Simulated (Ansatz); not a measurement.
Reaction (isomerisation): `[SiH3]C[O][AlH][SiH3]` → `[CH3][AlH][O][SiH2][SiH3]`

Program: Ansatz. Geometries: PBE0-D4/def2-TZVP. ΔE: electronic, gas phase. CCSD(T)/CBS adds triple-zeta CCSD(T) − MP2 to the extrapolated MP2 energy (def2 sets, frozen cores). Functionals use def2-TZVPP. B3LYP here is the variant with VWN-RPA as its local correlation; programs differ in this. One conformer a species, not always the lowest.

`[SiH3]C[O][AlH][SiH3]`:

Z-matrix (Å, degrees):
```
Si
C 1 1.890
H 1 1.491 2 107.7
H 1 1.489 2 111.2 3 119.7
H 1 1.486 2 110.5 3 -118.5
O 2 1.408 1 109.7 3 57.5
H 2 1.099 1 109.2 3 -65.7
H 2 1.096 1 110.3 3 177.7
Al 6 1.694 2 133.7 1 -88.0
Si 9 2.455 6 118.4 2 -2.3
H 9 1.581 6 115.1 2 177.4
H 10 1.491 9 112.0 6 -9.0
H 10 1.492 9 110.7 6 110.8
H 10 1.491 9 111.9 6 -129.9
```

`[CH3][AlH][O][SiH2][SiH3]`:

```xyz
14

C    -0.239    1.649   -1.647
Al    0.913    0.099   -1.863
O     1.010   -1.020   -0.596
Si    0.648   -1.618    0.875
Si   -0.901   -0.250    1.990
H    -0.226    2.305   -2.521
H    -1.276    1.345   -1.471
H     0.062    2.243   -0.777
H     1.789   -0.221   -3.140
H     0.080   -2.989    0.738
H     1.887   -1.724    1.697
H    -0.357    1.125    2.173
H    -2.165   -0.139    1.210
H    -1.227   -0.807    3.333
```

CCSD(T)/CBS gives -2.29 eV.

(1) Another level gave -2.27 eV. Which?
A. PBE0-D4/def2-TZVPP
B. r2SCAN-D4/def2-TZVPP
C. PBE/def2-TZVPP
D. B3LYP/def2-TZVPP

Largest T1 diagnostic among the species: 0.014.

## Answers

(1) B. r2SCAN-D4 -2.27, B3LYP -2.22, PBE0-D4 -2.17, PBE -2.08 eV.

From PBE to PBE0 (25 % exact exchange), in def2-TZVPP and without D4, ΔE moves by −0.09 eV.
